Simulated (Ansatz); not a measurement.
A nudged elastic band was laid between two geometries of C$_{3}$H$_{10}$OSi (15 atoms, charge 0, multiplicity 1).

Method: Ansatz, RKS BHLYP-D4/6-31G*.

```yaml
movable_images: 7
climbing_image: yes
spring: 5.0 eV/Å²
optimiser: quadratic models (default)
start_path: through a guess of the saddle point
force_threshold: 0.2 eV/Å
iteration_limit: 60
end_points: relaxed
```

First end point:

```xyz
15
Properties=species:S:1:pos:R:3
Si 0.129 0.334 -0.408
H 1.327 0.302 -1.288
O 0.616 0.094 1.154
C 1.369 -1.014 1.565
H 2.278 -1.124 0.972
C -1.049 -1.011 -0.963
C -0.679 2.013 -0.460
H 0.797 -1.939 1.493
H 1.654 -0.870 2.602
H -1.955 -1.014 -0.360
H -0.600 -2.000 -0.893
H -1.341 -0.860 -2.002
H -1.553 2.042 0.187
H 0.008 2.787 -0.127
H -1.001 2.261 -1.470
```

Last end point:

```xyz
15
Properties=species:S:1:pos:R:3
Si -0.444 -0.018 0.345
H 2.835 0.030 -1.574
O -0.751 -0.259 1.961
C 0.637 -0.655 1.650
H 2.529 -0.099 -0.917
C -1.295 -1.158 -0.853
C -0.331 1.747 -0.231
H 0.806 -1.713 1.809
H 1.364 -0.037 2.163
H -1.310 -2.173 -0.466
H -0.791 -1.167 -1.818
H -2.325 -0.848 -1.023
H -1.320 2.179 -0.370
H 0.197 2.350 0.503
H 0.198 1.821 -1.179
```

Which bonds break or form, and what moves?

Bonds broken: Si1–H2, C4–H5. Bonds formed: Si1–C4, H2–H5. C3H10OSi becomes C3H8OSi + H2.

What energy profile does the band end with?

It converged. The highest image is number 5 of 0 to 8, 102.0 kcal/mol above the first end and 48.2 kcal/mol above the last; the last end lies 53.8 kcal/mol above the first. The threshold of 0.2 eV/Å is loose, so the images may lie well off the minimum-energy path. The profile has 2 maxima (images 2, 5) with wells between them (image 3): this band takes more than one step, which may be the mechanism or a detour left from its start path. Neighbouring images differ by up to 3.9 eV, so the band resolves the path poorly. The order of the stationary point at the top wasn't checked. The orbitals stay closed-shell, which can raise the energy where a bond breaks towards radicals; this wasn't checked here.

| image | path coordinate (Å) | energy (kcal/mol) | Si1–H2 (Å) | C4–H5 (Å) | Si1–C4 (Å) |
| --- | --- | --- | --- | --- | --- |
| 0 | 0.00 | 0.0 | 1.49 | 1.09 | 2.69 |
| 1 | 1.19 | 0.9 | 1.49 | 1.09 | 2.69 |
| 2 | 2.39 | 1.0 | 1.49 | 1.09 | 2.69 |
| 3 | 3.58 | 0.6 | 1.49 | 1.09 | 2.69 |
| 4 | 4.77 | 12.9 | 1.50 | 1.10 | 2.48 |
| 5 | 5.97 | 102.0 | 1.84 | 1.61 | 1.98 |
| 6 | 6.92 | 61.9 | 2.56 | 2.33 | 1.81 |
| 7 | 7.86 | 54.4 | 3.27 | 2.91 | 1.81 |
| 8 | 8.81 | 53.8 | 3.80 | 3.24 | 1.81 |

What is the geometry of the highest image?


```xyz
15
Properties=species:S:1:pos:R:3
Si -0.128 0.083 0.053
H 1.420 -0.152 -0.909
O -0.436 -0.069 1.663
C 0.902 -0.670 1.568
H 1.442 -0.449 0.070
C -1.046 -1.174 -0.955
C -0.214 1.870 -0.441
H 0.887 -1.729 1.807
H 1.617 -0.130 2.179
H -0.797 -2.181 -0.630
H -0.833 -1.085 -2.015
H -2.116 -1.040 -0.803
H -1.159 2.300 -0.113
H 0.582 2.432 0.041
H -0.121 1.995 -1.516
```

Time of the run: 5 min on 2 threads of AMD EPYC 7R43 64-Core Processor (Zen 3), on a shared host, peak memory 0.24 GiB.
